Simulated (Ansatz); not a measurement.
A search over several starts for the lowest SCF solution of BiMe2Cl (C₂H₆BiCl) at the given spin, in a small basis.

```yaml
crystal:
  periodic: [false, false, false]
  atoms:
    - {symbol: Bi, position_ang: [-0.340529, -0.591132, 1.245287]}
    - {symbol: C, position_ang: [1.587335, -0.548461, 0.010132]}
    - {symbol: H, position_ang: [2.072699, 0.432026, 0.132276]}
    - {symbol: H, position_ang: [1.307706, -0.708714, -1.039860]}
    - {symbol: H, position_ang: [2.261409, -1.348023, 0.347505]}
    - {symbol: C, position_ang: [-1.267626, 1.097883, 0.008249]}
    - {symbol: H, position_ang: [-2.330642, 1.197824, 0.268077]}
    - {symbol: H, position_ang: [-1.162518, 0.833693, -1.052754]}
    - {symbol: H, position_ang: [-0.736453, 2.038075, 0.223367]}
    - {symbol: Cl, position_ang: [-1.391381, -2.403170, -0.142289]}
basis:
  gaussian: {orbitals: def2-SVP, initial_orbitals: start.molden}
hamiltonian: {xc: pbe0, dispersion: d4}
output: {orbitals: {seedname: orbitals}}
```

The file start.molden holds the orbitals of an earlier run on this structure, at another level or in another basis.

```sh
$ ansatz run in.yaml --threads 4 --pin off --events-out ev --progress --plain --max-ram 3916MiB
```

Shortened log:

```
Functional definition: PBE0
1098 factors; integrals over basis functions are off by at most 1.3e-3 eV
mean field evaluation 1: about -20523.4216 eV, gradient 3.5e0 eV
mean field evaluation 2: about -20523.4559 eV, gradient 2.5e-2 eV
mean field evaluation 4: about -20523.6164 eV, gradient 1.3e-3 eV
mean field evaluation 8: about -20513.3579 eV, gradient 6.1e1 eV
mean field evaluation 16: about -20523.6163 eV, gradient 4.0e-2 eV
mean field -20523.61637558 eV, -754.2289903956 hartree, gradient 3.2e-5 eV, S^2 0.000000; 1 other end points of the search recorded, 0 dependent functions left out
reference -20523.61640226 eV, -754.2289913763 hartree; 29, 29 occupied and 73, 73 virtual orbitals, 1098 factors
Total energy: -20523.82390716 eV, -754.2366170407 hartree
```

Hardware: 4 threads of Arm Neoverse V1 on a shared host. Wall time 3 s.

In the def2 sets Bi takes a core potential; there is no spin–orbit coupling.
